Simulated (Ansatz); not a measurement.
Geometry optimisation, UKS PBE0-D4/def2-SVP (Ansatz).

input.yaml

```yaml
crystal:
  periodic: [false, false, false]
  atoms:
    - { symbol: B, position_ang: [0.0724, -0.9525, 0.1601] }
    - { symbol: As, position_ang: [0.5931, 1.0396, 0.3108] }
    - { symbol: H, position_ang: [-1.091, -1.2349, 0.4745] }
    - { symbol: H, position_ang: [0.8431, -1.6947, -0.3061] }
    - { symbol: H, position_ang: [0.4972, 1.2502, -1.2515] }
    - { symbol: H, position_ang: [-0.8727, 1.5283, 0.566] }
magnetization:
  spin_polarized: true
basis:
  gaussian: { orbitals: def2-SVP }
hamiltonian:
  xc: pbe0
  dispersion: d4
relax:
  f_tol: 0.02
  max_steps: 40
```

Launched with:

```bash
$ ansatz run input.yaml --threads 1 --pin off --max-ram 2048MiB --backend cpu --events-out ev --progress --plain --runs-dir out
```

Task: Where does it end, and by what steps?

Result: The run converged. After 7 steps the energy has fallen by 0.241 eV; H3 moved furthest, 0.42 Å.

```tsv
step	energy less start (eV)	largest force component (eV/Å)	accepted
0	0.0000	1.458	yes
1	-0.0222	1.791	yes
2	-0.1662	0.290	yes
3	-0.2304	0.173	yes
4	-0.2249	0.430	no
5	-0.2387	0.065	yes
6	-0.2411	0.033	yes
7	-0.2411	0.009	yes
```

```xyz
6
Properties=species:S:1:pos:R:3
B -0.022 -0.932 0.128
As 0.439 0.986 0.320
H -0.903 -1.402 0.805
H 0.686 -1.649 -0.536
H 0.787 1.332 -1.114
H -0.945 1.601 0.351
```

Whether the end is a true minimum wasn't checked by a vibrational analysis.

Time of the run: 41 s on 1 thread of Intel(R) Xeon(R) Platinum 8259CL CPU @ 2.50GHz (Skylake/Cascade Lake) (shared host), peak memory 0.18 GiB.
